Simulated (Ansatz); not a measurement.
Cost and result up the ladder for (HZn-mu-Cl)2 (Zn₂H₂Cl₂) (6 atoms). Total charge 0; singlet. Geometry: PBE-D4/def2-SVP.

Cartesian coordinates in Å:
```
Cl 0.018 1.651 -0.339
Cl -0.020 -1.651 0.336
Zn -1.138 0.246 1.140
Zn 1.138 -0.246 -1.140
H -2.212 0.479 2.219
H 2.216 -0.479 -2.216
```

Ansatz on 2 threads of Intel Xeon Platinum 8488C on a shared host. Times are rough, and most runs start from the orbitals of an earlier one. PBE0-D4/def2-TZVP serves as the yardstick here, not as an exact answer. Differences are given only for rows in sets of like size (and for xTB, whose basis is part of the method), since another set adds its own error. Binding counts from free atoms at the same level (Cl doublet, Zn singlet, H doublet; other spins of the atoms weren't run), without zero-point energy or a counterpoise term.

Correlated methods freeze 28 core orbitals. The rows differ in basis, and correlated rows in double-zeta sets carry the largest basis error.

Correlated methods converge slowly with the basis, most of all in double-zeta sets.

```
                         level  functions  wall time  binding energy per atom (eV)  difference from PBE0-D4/def2-TZVP (eV)
                     HF/STO-3G         56     0.85 s                          1.87                                       –
               PBE-D4/def2-SVP        108      1.2 s                          2.14                                       –
         LDA (SPW92)/def2-TZVP        182      2.2 s                          2.37                                    0.31
              PBE0-D4/def2-SVP        108      2.7 s                          2.14                                       –
PBE-D4/def2-TZVP (with forces)        182      3.4 s                          2.03                                   -0.03
                  HF/def2-TZVP        182      4.3 s                          1.59                                   -0.47
             PBE0-D4/def2-TZVP        182      4.8 s                          2.06                                    0.00
           r2SCAN-D4/def2-TZVP        182        5 s                          2.14                                    0.08
                 MP2/def2-TZVP        182      5.5 s                          2.05                                   -0.01
              CCSD(T)/def2-SVP        108      8.5 s                          1.94                                       –
```
